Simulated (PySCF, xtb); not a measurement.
Cl2HInO, SMILES [OH][In]([Cl])[Cl].

GFN2-xTB (xtb) at its own geometry gives an orbital gap of 3.23 eV and a dipole moment of 1.24 D.

Coordinates come from a PBE0-D3(BJ)/def2-SVP optimisation. The def2 effective core potentials stand for the cores of In; spin–orbit coupling is left out. Other conformers were not sampled.

### Question
What does HF/def2-TZVPD run with PySCF give? (An estimate is asked for; the answer gives what the named calculation found.)

### Answer
gap 12.74 eV (levels -12.61 and 0.13 eV), dipole 1.47 D.
